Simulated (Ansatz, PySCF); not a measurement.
AgI, SMILES [Ag][I], multiplicity 1. Atoms are numbered in the order given.

```xyz
2

Ag     0.0000     0.0000    -1.3596
I      0.0000     0.0000     1.2056
```
Charge 0, spin multiplicity 1.

Coordinates come from a PBE0-D3(BJ)/def2-TZVP optimisation. The spin state was assumed, not searched. The def2 effective core potentials stand for the cores of Ag, I; spin–orbit coupling is left out.

Two levels are set side by side: PBE-D3(BJ)/def2-TZVP (Ansatz, a quantum-chemistry and plane-wave program) and PBE0-D3(BJ)/def2-TZVP (Ansatz). Each level has its own optimised geometry; the coordinates shown are those of the second. Frequencies come from the Hessian of PySCF at each geometry. Differences are taken from unrounded values.

| quantity | PBE0-D3(BJ) |
|---|---|
| bond Ag1–I2 (Å) | 2.565 |
| highest harmonic wavenumber (cm⁻¹) | 200 |
| mean harmonic wavenumber (cm⁻¹) | 200 |
| zero-point energy (kcal/mol) | 0.29 |

Q: What does PBE-D3(BJ) give, and how far is it from PBE0-D3(BJ)? (Estimate from the structure and the level; the computed values follow.)

A: 
```json
[
 {"quantity": "bond Ag1–I2 (Å)", "PBE-D3(BJ)": "2.567", "PBE-D3(BJ) minus PBE0-D3(BJ)": "0.002"},
 {"quantity": "highest harmonic wavenumber (cm⁻¹)", "PBE-D3(BJ)": "196", "PBE-D3(BJ) minus PBE0-D3(BJ)": "-4"},
 {"quantity": "mean harmonic wavenumber (cm⁻¹)", "PBE-D3(BJ)": "196", "PBE-D3(BJ) minus PBE0-D3(BJ)": "-4"},
 {"quantity": "zero-point energy (kcal/mol)", "PBE-D3(BJ)": "0.28", "PBE-D3(BJ) minus PBE0-D3(BJ)": "-0.01"}
]
```
